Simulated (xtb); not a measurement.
Al(F)2(NCO) (CAlF2NO), SMILES O=C=[N][Al]([F])[F]. All values are semi-empirical tight-binding results from xtb (GFN2-xTB unless named), good for trends rather than for accurate numbers. The structure is a stationary point at GFN2-xTB. One conformer was computed; it need not be the lowest.

Optimised geometry:

Bond lengths (Å): Al1–F2 1.635, Al1–F3 1.635, Al1–N4 1.766, N4–C5 1.195, C5–O6 1.150. Bond angles (°): F2–Al1–F3 120.5, F2–Al1–N4 119.8, F3–Al1–N4 119.7, Al1–N4–C5 179.4, N4–C5–O6 179.8.

For metal compounds this method's bond lengths and energies can be far off.

Computed properties:
```yaml
point_group_as_xtb_finds_it: C2v
orbital_gap: 4.43 eV
zero_point_energy: 11.4 kcal/mol
G − E(el) at 298.15 K (modified RRHO): -8.3 kcal/mol
```

Q: Give the atomic charges and the Wiberg bond orders between heavy atoms. (Estimate from the structure and the level; the computed values follow.)

A: charges (e) Al1 0.55, F2 -0.21, F3 -0.21, N4 -0.24, C5 0.35, O6 -0.23. Bond orders Al1–F2 1.28, Al1–F3 1.28, Al1–N4 1.12, N4–C5 1.93, N4–O6 0.35, C5–O6 1.95.
